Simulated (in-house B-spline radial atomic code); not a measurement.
# Os⁶⁺: [Xe] 4f14 5d1 7p1 (an excited or competing configuration)

Level of theory: Dirac-Hartree-Fock, average of configuration, Fermi nucleus of rms radius 5.4126 fm; calculated with a B-spline radial code for spherical atoms.

Screening seen three ways: the hydrogenic charge with the same mean radius, Z_r = [3n² - l(l+1)]/(2<r>), the one with the same energy, Z_e = n√(-2ε), and Slater's rules. Values are occupation-weighted means over j. An effective charge above Z reflects the relativistic contraction of the inner shells.

```tsv
shell	electrons	ε (eV)	<r> (bohr)	Z_r	Z_e	Slater
1s	2	-74444	0.01773	84.58	73.97	75.70
2s	2	-13181	0.07421	80.85	62.25	71.85
2p	6	-11574	0.06681	74.83	58.33	71.85
3s	2	-3201.9	0.1929	69.97	46.02	64.75
3p	6	-2715.4	0.1933	64.66	42.38	64.75
3d	10	-2128.8	0.1763	59.56	37.53	54.85
4s	2	-781.87	0.4318	55.58	30.32	48.25
4p	6	-617.91	0.4575	50.27	26.96	48.25
4d	10	-400.78	0.4889	42.95	21.71	36.85
5s	2	-195.8	0.9944	37.71	18.97	18.35
4f	14	-162.1	0.5453	33.01	13.81	25.45
5p	6	-147.63	1.115	32.74	16.47	18.35
5d	1	-92.952	1.393	24.76	13.07	8.00
7p	1	-33.656	4.187	17.31	11.01	7.00
```

The least bound orbital is 7p3/2 at -33.24 eV, and it is also the most diffuse (<r> = 4.239 bohr).

Spin-orbit splittings of the orbital energies (j = l + 1/2 above j = l - 1/2 when positive): 2p 1534 eV, 3p 339.5 eV, 3d 72.82 eV, 4p 80.62 eV, 4d 15.16 eV, 4f 2.98 eV, 5p 14.06 eV, 5d 1.613 eV, 7p 1.239 eV.

For the 1s electron the small component carries 8.26 % of the norm, the zero-frequency Breit interaction raises the level by 266 eV, self-energy by 167.7 eV, and vacuum polarisation lowers it by 32.68 eV.
